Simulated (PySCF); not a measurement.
## How the functional moves excitation energies

CH₉AsGaN.
Z-matrix (Å and degrees, PBE0-D3(BJ)/def2-SVP geometry), rows numbered from 1:
```
C 
N   1  1.4382
Ga  2  1.8398  1  127.44
As  3  2.8548  2   85.62  1    90.02
H   1  1.1085  2  113.38  3  -120.54
H   1  1.1077  2  113.17  3   117.71
H   1  1.1019  2  109.99  3    -1.21
H   2  1.0140  1  113.39  3  -178.66
H   3  1.5673  2  115.54  1    -6.68
H   3  1.5664  2  116.38  1  -173.58
H   4  1.5157  3  106.41  2    51.56
H   4  1.5250  3  148.16  2  -177.93
H   4  1.5158  3  105.86  2   -48.55
```

Linear-response calculations in the def2-SVPD basis (PySCF; singlets by full response, triplets Tamm–Dancoff, core orbitals frozen in the response; HF means time-dependent Hartree–Fock). 'Strongest' is the level of largest summed f among the singlets computed (10 roots, of which the last may lack a degenerate partner); it can jump between rows when another state enters that window. S1 is the lowest singlet of each run and needn't be the same state throughout; f(S1) is that of one state. Geometry: PBE0-D3(BJ)/def2-SVP, one conformer, isolated molecule. The LDA/def2-SVPD calculation is non-relativistic and has no spin–orbit coupling, an omission that weighs most on arsenic and gallium.

| functional | kind | S1 (eV) | f(S1) | strongest (eV) | T1 (eV) | HOMO (eV) | gap (eV) | ionisation energy, ΔSCF (eV) |
| --- | --- | --- | --- | --- | --- | --- | --- | --- |
| LDA | LDA | 4.21 | 0.018 | 4.67 | 3.72 | -5.15 | 3.91 | 8.13 |
| PBE | GGA | 4.25 | 0.010 | 4.67 | 3.73 | -5.03 | 3.98 | 7.96 |
| PBE0 | global hybrid, 25% exact exchange | 5.07 | 0.034 | 5.34 | 4.32 | -6.22 | 5.95 | 8.03 |
| BHandHLYP | global hybrid, 50% exact exchange | 5.72 | 0.039 | 7.60 | 4.92 | -7.39 | 7.82 | 7.94 |
| CAM-B3LYP | range-separated hybrid | 5.46 | 0.048 | 7.39 | 4.72 | -7.56 | 8.10 | 8.17 |
| wB97X-D | range-separated hybrid | 5.53 | 0.044 | 7.50 | 4.82 | -8.05 | 9.39 | 8.13 |
| LC-wPBE | range-separated hybrid | 6.03 | 0.017 | 7.59 | 5.19 | -8.85 | 10.46 | 8.23 |
| HF | Hartree–Fock | 6.54 | 0.017 | 8.11 | 5.69 | -9.27 | 11.11 | not settled |

Task: What does B3LYP (global hybrid, 20% exact exchange) give?

Result: S1 (eV) 4.85, f(S1) 0.027, strongest (eV) 5.20, T1 (eV) 4.21, HOMO (eV) -6.03, gap (eV) 5.51, ionisation energy, ΔSCF (eV) 8.10. S1 runs from 4.21 eV (LDA) to 6.54 eV (HF), a spread of 2.34 eV, while the orbital gap spreads over 7.2 eV. Along PBE (0%), B3LYP (20%), PBE0 (25%), BHandHLYP (50%), HF (100%) S1 rises with the share of exact exchange. −ε(HOMO) comes closest to its own ΔSCF ionisation energy with wB97X-D (-0.08 eV) and misses most with LDA (-2.98 eV). 'Not settled' means that the ion's SCF failed to converge or may have ended in another state than the lowest.

Without π bonds the low states are Rydberg-like; a valence basis with one diffuse set may place them up to an eV too high.
